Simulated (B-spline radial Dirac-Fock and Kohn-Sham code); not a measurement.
# Kohn-Sham estimates against Dirac-Fock for the levels of Cr³⁺

System: the Cr³⁺ ion, configuration [Ar] 3d3.

The density-functional columns are spherical, spin-unpolarised Dirac-Kohn-Sham results without Breit or QED terms: −ε is minus the orbital energy of the initial state and ΔSCF the difference of two total energies. The reference in the last column comes from relaxed Dirac-Fock hole states (ΔSCF) with Breit and QED corrections and a finite nucleus. All numbers are from a B-spline atomic structure program, in eV; a selection of levels is shown. The Kohn-Sham columns are given as differences from the reference.

```
level  LDA −ε − DF  LDA ΔSCF − DF  PBE −ε − DF  PBE ΔSCF − DF  Dirac-Fock
   1s       -136.2           +9.1       -122.0          +23.7      6041.5
   2s        -45.9          -19.4        -44.3          -18.0       751.8
2p1/2        -30.9           -0.1        -30.6           +0.2       637.3
2p3/2        -31.1           -0.6        -30.8           -0.4       628.9
   3s        -17.0           -6.5        -16.7           -6.1       129.3
3p1/2        -10.2           -0.1        -10.2            0.0       94.67
3p3/2        -10.3           -0.1        -10.2           -0.1       93.61
   3d         -7.4           +1.9         -7.6           +1.6       46.77
```

Values without a named source are computed, but for edge energies of neutral atoms, which are taken from tables.
